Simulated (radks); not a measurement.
Results of a calculation; reference values are marked as such.
Ionisation of neutral rubidium, [Kr] 5s1, to [Kr] as the strength of local exchange is varied. Level of theory: scalar-relativistic Kohn-Sham, Slater X-alpha exchange (alpha = 2/3 is LDA exchange), no correlation, spin-polarised, spherical densities, finite nucleus; open shells are filled with parallel spins first (spin-orbit coupling, left out, can overturn this in heavy ions); Fermi nuclear charge, rms radius 4.2036 fm (a radial shooting solver on a logarithmic mesh with Libxc functionals).

alpha  E(Rb) (hartree)  exchange (hartree)  IE (eV)  -e of the level emptied (eV)  <r> of it (bohr)
0.667      -2974.31843           -93.71014    3.904                    2.116 (5s)             5.283
0.789      -2991.52716          -111.46134    4.389                    2.604 (5s)             5.001
0.843      -2999.17433          -119.37845    4.612                    2.833 (5s)             4.888
0.853      -3000.59250          -120.84862    4.654                    2.876 (5s)             4.868
0.902      -3007.55074          -128.07068    4.862                    3.092 (5s)             4.772
0.95       -3014.38174          -135.17470    5.071                    3.309 (5s)             4.683
1.02       -3024.36980          -145.58675    5.381                    3.637 (5s)             4.561
1.048      -3028.37372          -149.76884    5.508                    3.771 (5s)             4.514

NIST Atomic Spectra Database: 4.177 eV (measured). The Delta-SCF value meets it near alpha = 0.74.
